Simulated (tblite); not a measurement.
Species: C₆H₃O₄ (doublet state).
Atom-mapped SMILES: `[O:1]=[C:2][O:3][c:4]1[cH:5][cH:6][cH:7][c:8](=[O:9])[o:10]1` (hydrogens: H11 on C5; H12 on C6; H13 on C7)

The geometry is computed with GFN2-xTB (gas phase). This method treats the open shell by occupation alone, without spin polarisation.

Q: Give the optimised bond lengths and angles.

A: 
```tsv
bond	length (Å)	order
O1=C2	1.188	double
C2–O3	1.304	single
O3–C4	1.392	single
C4–C5	1.354	aromatic
C5–C6	1.421	aromatic
C6–C7	1.353	aromatic
C7–C8	1.443	aromatic
C8=O9	1.196	double
C8–O10	1.409	aromatic
C4–O10	1.316	aromatic
C5–H11	1.074	single
C6–H12	1.079	single
C7–H13	1.078	single
```

Orders are formal, as drawn. A selection of angles:
```tsv
angle	degrees
O1–C2–O3	135.6
C2–O3–C4	124.4
O3–C4–C5	119.4
O3–C4–O10	116.0
C5–C4–O10	124.6
C4–C5–C6	116.7
C5–C6–C7	120.4
C6–C7–C8	121.7
C7–C8–O9	128.0
C7–C8–O10	114.6
O9–C8–O10	117.4
C4–O10–C8	121.9
```

Dihedral angles: O1–C2–O3–C4 0° (synperiplanar); C2–O3–C4–C5 -179° (antiperiplanar).

The 6-membered ring C4–C5–C6–C7–C8–O10 has internal angles of 114.6° to 124.6° (sum 720°, against 720° for a flat polygon); it is planar, 0.00 Å rms from its mean plane, widest ring torsion 0°. C5 (carbon bonded to 2 C and H) is planar (angles 122.4°, 120.9° and 116.7°, sum 360.0°, 0.00 Å off the plane of its three neighbours). Of the pairs four or more bonds apart, O1···O10 is among the closest relative to their van der Waals radii: 2.72 Å, 89 % of the sum of Bondi's values. The C–C distances run from 1.353 Å (C6–C7, drawn aromatic) to 1.443 Å (C7–C8, drawn aromatic), a spread of 0.090 Å. O10 (oxygen bonded to 2 C) is bent (angle 121.9°). The 6 C–O bonds span 1.188 Å (O1=C2, drawn double) to 1.409 Å (C8–O10, drawn aromatic), a spread of 0.221 Å. C2 (carbon bonded to 2 O) is bent (angle 135.6°).

Point group: Cs (every atom within 0.08 Å of its image). Its lowest GFN2-xTB frequency is 14 cm⁻¹, too small to tell a flat minimum from a shallow saddle.

The run took 0.28 s on one thread of an Arm Neoverse V1, no GPU, on a shared host. That covers the optimisation of the geometry.

One conformer stands for the species.
